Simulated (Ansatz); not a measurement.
`CO[SiH2][NH]`, charge 0, multiplicity 2.

Question: Give a relaxed structure at PBE0-D4/def2-TZVP (Ansatz 0.2.0). (Estimate.)

Answer: Computed: 
Z-matrix (Å, degrees):
```
C
O 1 1.408
H 1 1.096 2 111.3
H 1 1.091 2 108.4 3 119.1
H 1 1.097 2 111.7 3 -121.4
Si 2 1.640 1 124.0 3 78.1
N 6 1.736 2 118.8 1 -73.6
H 6 1.481 2 105.8 1 167.3
H 6 1.491 2 109.5 1 46.0
H 7 1.020 6 118.3 2 2.2
```
This is one stationary point; other conformers may exist.
